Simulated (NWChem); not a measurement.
System: GeHSCl, singlet; SMILES [Ge]([Cl])[SH]

```xyz
4

Ge     0.7560     0.0199    -0.0059
Cl    -0.7311     1.6375     0.0055
S     -0.7262    -1.6576    -0.0077
H      0.2388    -2.6068    -0.0147
```
Atoms are numbered in this order, from 1.

Low-valent species are run as closed-shell singlets; no triplet was tried in these runs. All runs use the structure optimised with PBE0/def2-SVP.

Q: Give the principal values of the shielding tensors (ppm) of Ge1, Cl2, S3 from PBE0/pcSseg-2, GIAO (NWChem), with their diamagnetic and paramagnetic parts as GIAO splits them.

A: 
```
atom     σ11     σ22     σ33  isotropic  diamagnetic  paramagnetic
----  ------  ------  ------  ---------  -----------  ------------
Ge1   -453.6  1024.9  1174.0      581.8       2755.7       -2173.9
Cl2     -5.4   697.7   914.5      535.6       1148.1        -612.5
S3    -482.8   524.7   629.6      223.8       1055.6        -831.7
```
